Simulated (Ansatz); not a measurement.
Born–Oppenheimer molecular dynamics of Cl3FH3NZr (9 atoms, charge 0, multiplicity 1). It starts at the highest image of a converged band. Of that band: A vibrational analysis at the climbing image gives one clearly imaginary mode, 66i cm⁻¹, and a faint second one (34i cm⁻¹) that may be numerical noise or a soft torsion: probably a first-order saddle point.

The calculation used Ansatz 0.2.0, RKS B3LYP-D4/def2-SVP.

```
ensemble                      : NVE (velocity Verlet)
time step                     : 0.5 fs
steps asked                   : 200
starting velocities drawn for : 300 K
seed                          : 10918
```

First frame:

```xyz
9
Properties=species:S:1:pos:R:3
Zr 0.281 -0.493 -0.028
N 0.201 -0.208 2.343
H -0.756 -0.231 2.704
H 0.577 0.700 2.630
Cl 1.920 0.518 -1.383
Cl -1.168 1.427 0.276
Cl -1.212 -1.884 -1.202
F 1.389 -1.884 0.734
H 0.745 -0.942 2.804
```

(1) What does the run give?

(2) What happens to the structure?

(3) How do temperature and energy run in time?

## Answers

(1) The run went to its last step.

```yaml
steps_done: 200
time_covered: 100 fs
mean_temperature_over_the_second_half: 155 K
spread_of_the_potential_energy_over_the_second_half: 4.1 meV per atom
mean_potential_energy_of_the_second_half_above_the_start: 14.7 meV per atom
```

The conserved energy stayed within 0.18 meV per atom of its start (net change 0.13 meV per atom), so the integration is sound. A run of 0.1 ps of so small a system gives no equilibrium averages. The orbitals stay closed-shell, which can raise the energy where a bond breaks towards radicals; this wasn't checked here.

(2) The same pairs are bonded in the first frame and the last. Pairs count as bonded within 1.25 times the sum of covalent radii (0.12 Å more for H–H). The details hang on the random start.

(3) 
```tsv
time (fs)	T (K)	potential energy less start (eV)	conserved less start (meV/atom)
0	300	0.000	0.00
5	161	0.127	0.07
10	202	0.089	0.03
15	95	0.186	0.10
20	213	0.079	0.06
25	166	0.122	0.11
30	203	0.088	0.09
35	83	0.197	0.14
40	161	0.127	0.10
45	157	0.131	0.12
50	218	0.075	0.06
55	146	0.140	0.09
60	155	0.131	0.03
65	130	0.154	0.05
70	180	0.109	0.03
75	212	0.079	0.01
80	165	0.123	0.06
85	181	0.108	0.04
90	121	0.163	0.10
95	197	0.094	0.05
100	122	0.162	0.13
```

The run took 11 min on 4 threads of Intel(R) Xeon(R) Platinum 8259CL CPU @ 2.50GHz (Skylake/Cascade Lake) (shared host), peak memory 0.4 GiB.
